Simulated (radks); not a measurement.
The numbers below are computed, except where a source is named.
All-electron atom: Tc XLI in [He] 2s1 (the NIST ground configuration).

Code: a radial shooting solver on a logarithmic mesh with Libxc functionals. Model: non-relativistic Kohn-Sham, LDA (Slater exchange, Perdew-Wang correlation), spin-unpolarised, spherical densities, point nucleus; relativity is left out, which matters for an element this heavy; without spin polarisation the odd electron is poorly described.

Energy parts (eV):
part                       energy
total                  -55303.991
kinetic                 55295.729
electron-nucleus      -111887.626
Hartree                  2009.582
exchange-correlation     -721.675

Orbitals (lengths in bohr, moments of r in powers of bohr; r(90%) holds 90 % of the orbital's charge):
orbital  occ.  eigenvalue (eV)  r(90%)
1s          2        -23893.91  0.0627
2s          1        -5744.385   0.219
2p          0        -5666.291   0.194
3s          0        -2505.031   0.471

The highest occupied level is 2s at -5744.4 eV. The electron density at the nucleus is 5.263e+04 e/bohr^3. The density falls to 0.001 e/bohr^3 at r = 0.46 bohr.
